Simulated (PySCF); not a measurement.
**`C=C=CB(F)F`, C$_{3}$H$_{3}$BF$_{2}$**

Molfile (atoms numbered from 1):
```
C3H3BF2
     RDKit          3D

  9  8  0  0  0  0  0  0  0  0999 V2000
   -1.8654    0.2054   -0.4350 C   0  0  0  0  0  0  0  0  0  0  0  0
   -0.6694   -0.2308   -0.2357 C   0  0  0  0  0  0  0  0  0  0  0  0
    0.5545   -0.6409   -0.0208 C   0  0  0  0  0  0  0  0  0  0  0  0
    1.6435    0.2401    0.6184 B   0  0  0  0  0  0  0  0  0  0  0  0
    2.8778   -0.1914    0.8135 F   0  0  0  0  0  0  0  0  0  0  0  0
    1.4386    1.4830    1.0182 F   0  0  0  0  0  0  0  0  0  0  0  0
   -2.6400    0.0962    0.3056 H   0  0  0  0  0  0  0  0  0  0  0  0
   -2.1436    0.6956   -1.3530 H   0  0  0  0  0  0  0  0  0  0  0  0
    0.8175   -1.6513   -0.3092 H   0  0  0  0  0  0  0  0  0  0  0  0
  1  2  2  0
  2  3  2  0
  3  4  1  0
  4  5  1  0
  4  6  1  0
  1  7  1  0
  1  8  1  0
  3  9  1  0
M  END
```

Method: quadratic response wB97X-D/def2-SVPD first hyperpolarisability, Taylor convention, gas phase (PySCF). Geometry: GFN2-xTB.

(1) Give the tensor of the static β(0;0,0) in the axes of these coordinates.

Results:

(1) In au, Taylor convention; rows are the first index (the induced dipole):
```
      xx     yy    zz     xy     xz    yz
x   +5.8   +6.1  -4.0  -31.3  -12.3  -9.7
y  -31.3  +20.8  +2.9   +6.1   -9.7  +6.2
z  -12.3   +6.2  +5.3   -9.7   -4.0  +2.9
```
Norm of βᵢ = ⅓ Σⱼ (βᵢⱼⱼ + βⱼᵢⱼ + βⱼⱼᵢ): 11.0 au, hyper-Rayleigh value 21.5 au.
